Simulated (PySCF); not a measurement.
**Bond curve of GeF⁻**

Set-up: Ge aug-pcseg-1, F aug-pcseg-1; no relativity (PySCF 2.14). Energies in eV from Ge + F⁻ in their ground configurations at the same level. State: ³Σ⁻ (triplet), unpaired electrons π ↑↑.

```csv
R (Å),UHF-MP2
1.628,-1.991
1.704,-2.450
1.779,-2.703
1.836,-2.797
1.893,-2.830
1.950,-2.818
2.026,-2.752
2.120,-2.616
2.234,-2.411
2.385,-2.113
```

Put a parabola through the three lowest points of the UHF-MP2 curve and estimate Re, k and ωe (reduced mass 15.11 u; 1 eV/Å² = 0.16022 mdyn/Å; ωe = 1302.8·√(k/μ) cm⁻¹).

Through R = 1.836, 1.893, 1.95 Å the second-order coefficient is 6.93 eV/Å², so Re ≈ 1.906 Å, k ≈ 2.22 mdyn/Å and ωe ≈ 499 cm⁻¹. A polynomial fit of higher order to the unrounded UHF-MP2 energies gives Re = 1.904 Å, k = 2.10 mdyn/Å, ωe = 486 cm⁻¹; anharmonicity and rounding make the difference.

The higher-order fit for each curve: UHF-MP2: Re = 1.904 Å, ωe = 486 cm⁻¹, De = 2.83 eV.

Correlated steps freeze 10 core orbitals. Correlated levels converge slowly with the basis: in double zeta they bind strong bonds too weakly, by up to about 1 eV, and carry superposition errors of some tenths. Spin–orbit coupling is left out. For an ion De counts to the pair picked by the measured ionisation energies or electron affinities, which need not be the lowest pair at this level. The state was picked by a PBE0 search and need not be the measured ground state.
